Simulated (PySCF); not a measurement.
C7H7NO.
Geometry (PBE0-D3(BJ)/def2-SVP, Å), atoms numbered from 1 in this order:
```
atom  x, y, z in Å
C1     3.0614   -0.1421   -0.3526
N2     2.2064    0.7919   -0.3244
C3     0.8398    0.5092   -0.2129
C4     0.2211   -0.6019   -0.8097
C5    -1.1430   -0.8182   -0.6706
C6    -1.9238    0.0679    0.0794
O7    -3.2430   -0.1920    0.1908
C8    -1.3203    1.1866    0.6643
C9     0.0411    1.4111    0.5010
H10    4.1233    0.1101   -0.4793
H11    2.8078   -1.2145   -0.2440
H12    0.8138   -1.2880   -1.4193
H13   -1.6313   -1.6701   -1.1475
H14   -3.6602    0.5014    0.7126
H15   -1.9265    1.8933    1.2397
H16    0.5179    2.2904    0.9384
```

All values: wB97X-D/def2-SVPD (PySCF, non-relativistic), on one gas-phase PBE0-D3(BJ)/def2-SVP geometry that isn't relaxed in the solvent. The solvent is an IEF-PCM continuum (cavity from Bondi-type radii × 1.2), and excitations are vertical TDDFT with non-equilibrium linear response and a frozen core. Only the electrostatic response of the medium enters.

```tsv
run	E − E(gas) (kcal/mol)	HOMO (eV)	HOMO–LUMO gap (eV)	dipole (D)	lowest singlet (eV)	static polarisability (au)
gas	0.00	-7.96	8.57	0.96	4.31	97.4
P	-8.57	-8.02	8.63	1.38	4.40	136.6
Q	-5.97	-7.98	8.61	1.23	4.35	124.0
```

The runs were made in acetonitrile and chloroform. Which run belongs to which solvent?

P = acetonitrile, Q = chloroform. The dielectric constants are 4.711 (chloroform), 35.69 (acetonitrile), and the energy falls further as ε rises. The optical constants n² used for the excitations are 2.09, 1.81 in the same order. In this model the ground state sees the solvent through ε alone.

How constant is the ratio of the lowering to (ε − 1)/(2ε + 1)?

```tsv
solvent	(ε − 1)/(2ε + 1)	E − E(gas) (kcal/mol)	ratio (kcal/mol)	polarisation term (kcal/mol)
chloroform	0.356	-5.97	-16.8	-6.76
acetonitrile	0.479	-8.57	-17.9	-10.24
```

The ratio changes by +6.6 % in size from chloroform to acetonitrile. The polarisation term is half the interaction of the solute with the induced surface charges.

Rough CPU time on one thread of a shared machine: about 1.9 min. This is the whole response run at wB97X-D/def2-SVPD in acetonitrile, SCF included.

Note: wB97X-D ran without an empirical dispersion term, which enters the total energy and its gradient alone.
